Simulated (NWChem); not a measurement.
# Atomisation of hydrogen telluride (H2Te)

SMILES: [TeH2]
```xyz
3

Te     0.0000     0.0000    -0.0435
H     -1.1788     0.0000     1.1300
H      1.1788     0.0000     1.1300
```
Charge 0, spin multiplicity 1.

The numbers come from NWChem runs, not from measurements. The geometry was optimised at PBE0/def2-SVP with def2 effective core potentials on Te, a minimum by its harmonic frequencies.

Basis set: def2-TZVP. The atomisation energy is electronic alone: no zero-point, thermal, spin-orbit or counterpoise terms. No value is extrapolated to the basis-set limit. Free atoms are single determinants with multiplicities Te 3, H 2. Correlated methods freeze the same cores in atoms and molecule, 4 orbitals in all.

Effective core potentials replace the inner electrons of Te; spin-orbit coupling is left out. The correlated methods keep 4 core orbitals frozen. The stability of the SCF solutions was not checked. Open-shell Hartree-Fock references start from PBE0 orbitals. Coupled-cluster values serve here as a point of comparison, not as the truth.

### Question
One of these methods gave an atomisation energy of 141.8 kcal/mol. Which?
(A) PBE0
(B) PBE
(C) TPSS
(D) CCSD(T)

### Answer
B, PBE. The others give 147.6 (TPSS), 139.0 (PBE0), 135.2 (CCSD(T)).
